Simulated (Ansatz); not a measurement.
Consider the ligand exchange at the Si–O bond: `[SiH3][O][In]([SH])[Br]` + `[NH2][SnH]([OH])[F]` → `[NH2][SnH]([F])[O][SiH3]` + `[OH][In]([SH])[Br]`.

Calculated with Ansatz (gas phase, PBE0-D4/def2-TZVP geometries, no zero-point term in ΔE). CBS: MP2 limit from def2 TZ/QZ plus the TZ coupled-cluster correction, frozen cores. DFT in def2-TZVPP. B3LYP here is the variant with VWN-RPA as its local correlation; programs differ in this. Elements past krypton have def2 core potentials. For Br, In, Sn outer-core shells are correlated without core-valence functions, which leaves a few kJ/mol of doubt a bond. Scalar relativity is left out up to krypton. Each species was taken in one conformer, which may not be the lowest.

```json
{"level": "r2SCAN-D4", "ΔE (kJ/mol)": "-1.9", "difference from CCSD(T)/CBS": "-0.9"}
{"level": "PBE0-D4", "ΔE (kJ/mol)": "-1.3", "difference from CCSD(T)/CBS": "-0.3"}
{"level": "B3LYP-D4", "ΔE (kJ/mol)": "-2.0", "difference from CCSD(T)/CBS": "-1.0"}
{"level": "ωB97M-V", "ΔE (kJ/mol)": "-1.4", "difference from CCSD(T)/CBS": "-0.4"}
{"level": "B2PLYP", "ΔE (kJ/mol)": "-1.1", "difference from CCSD(T)/CBS": "-0.1"}
{"level": "PBE", "ΔE (kJ/mol)": "-2.0", "difference from CCSD(T)/CBS": "-1.0"}
{"level": "r2SCAN", "ΔE (kJ/mol)": "-1.8", "difference from CCSD(T)/CBS": "-0.8"}
{"level": "PBE0", "ΔE (kJ/mol)": "-1.1", "difference from CCSD(T)/CBS": "-0.1"}
{"level": "HF/def2-TZVPP", "ΔE (kJ/mol)": "0.0", "difference from CCSD(T)/CBS": "1.0"}
{"level": "SCS-MP2/def2-TZVPP", "ΔE (kJ/mol)": "-0.1", "difference from CCSD(T)/CBS": "0.9"}
{"level": "CCSD/def2-TZVPP", "ΔE (kJ/mol)": "-0.3", "difference from CCSD(T)/CBS": "0.7"}
{"level": "CCSD(T)/def2-TZVPP", "ΔE (kJ/mol)": "-0.5", "difference from CCSD(T)/CBS": "0.5"}
{"level": "MP2/def2-QZVPP", "ΔE (kJ/mol)": "-0.4", "difference from CCSD(T)/CBS": "0.6"}
{"level": "SCS-MP2/def2-QZVPP", "ΔE (kJ/mol)": "-0.5", "difference from CCSD(T)/CBS": "0.5"}
{"level": "MP2/CBS(def2)", "ΔE (kJ/mol)": "-0.5", "difference from CCSD(T)/CBS": "0.5"}
{"level": "CCSD/CBS(def2)", "ΔE (kJ/mol)": "-0.7", "difference from CCSD(T)/CBS": "0.3"}
{"level": "CCSD(T)/CBS", "ΔE (kJ/mol)": "-1.0", "difference from CCSD(T)/CBS": "0"}
```

Largest T1 diagnostic among the species: 0.014.
